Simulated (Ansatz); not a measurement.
CH3ClSi, SMILES `[SiH3][C]Cl` (lower triplet) (charge 0, multiplicity 3). This triplet lies 0.35 eV below the relaxed singlet at the level frozen-core CCSD(T)/cc-pVTZ // PBE0-D3(BJ)/def2-TZVP (Ansatz, an electronic-structure program).

Level of theory: frozen-core CCSDT(Q)/6-31g // PBE0-D3(BJ)/def2-TZVP in Ansatz.

Ansatz 0.2 input:
```yaml
crystal:
  periodic: [false, false, false]
  atoms:
    - { symbol: Si, position_ang: [-0.593673, 0.003162, -0.023551] }
    - { symbol: C, position_ang: [1.161918, -0.461823, -0.226165] }
    - { symbol: Cl, position_ang: [2.652354, 0.102825, 0.175145] }
    - { symbol: H, position_ang: [-1.402212, -1.047019, -0.686818] }
    - { symbol: H, position_ang: [-0.953952, 0.080222, 1.418788] }
    - { symbol: H, position_ang: [-0.864433, 1.322635, -0.657399] }
basis:
  gaussian: { orbitals: "6-31g" }
correlation:
  method: ccsdt_q
magnetization:
  spin_polarized: true
  initial_magnetization: 2
```

Output:

```
Functional definition: HF
907 factors; integrals over basis functions are off by at most 5.6e-8 eV
mean field evaluation 1: about -21435.9716 eV, gradient 9.8e0 eV
mean field evaluation 2: about -21435.9799 eV, gradient 9.8e0 eV
mean field evaluation 4: about -21437.5616 eV, gradient 1.9e0 eV
mean field evaluation 8: about -21437.6515 eV, gradient 1.2e-1 eV
mean field evaluation 16: about -21437.6236 eV, gradient 8.7e-1 eV
mean field -21437.65185679 eV, -787.8191747748 hartree, gradient 2.2e-6 eV, S^2 2.024841; 0 other end points of the search recorded, 0 dependent functions left out
11 core orbitals not correlated
reference -21437.65185679 eV, -787.8191747748 hartree; 10, 8 occupied and 20, 22 virtual orbitals, 907 factors
second order -3.93656752 eV of doubles, -0.00000000 eV of singles
cycle   1  -4.51899635 eV  change   -5.8e-1 eV  update   8.3e-2
cycle   2  -4.85104064 eV  change   -3.3e-1 eV  update   3.5e-2
cycle   3  -4.98929468 eV  change   -1.4e-1 eV  update   2.1e-2
cycle   4  -4.99973676 eV  change   -1.0e-2 eV  update   7.4e-3
cycle   5  -4.99986182 eV  change   -1.3e-4 eV  update   3.0e-3
cycle   6  -5.00031278 eV  change   -4.5e-4 eV  update   1.2e-3
cycle   7  -5.00056157 eV  change   -2.5e-4 eV  update   4.6e-4
cycle   8  -5.00069093 eV  change   -1.3e-4 eV  update   2.3e-4
cycle   9  -5.00074029 eV  change   -4.9e-5 eV  update   1.1e-4
cycle  10  -5.00070899 eV  change    3.1e-5 eV  update   5.0e-5
cycle  11  -5.00071091 eV  change   -1.9e-6 eV  update   2.2e-5
cycle  12  -5.00071501 eV  change   -4.1e-6 eV  update   9.1e-6
cycle  13  -5.00071849 eV  change   -3.5e-6 eV  update   4.8e-6
cycle  14  -5.00072099 eV  change   -2.5e-6 eV  update   2.1e-6
cycle  15  -5.00072162 eV  change   -6.3e-7 eV  update   7.9e-7
perturbative correction -0.00210055 eV, -0.0000771939 hartree
Total energy: -21442.65467896 eV, -788.0030250985 hartree
```
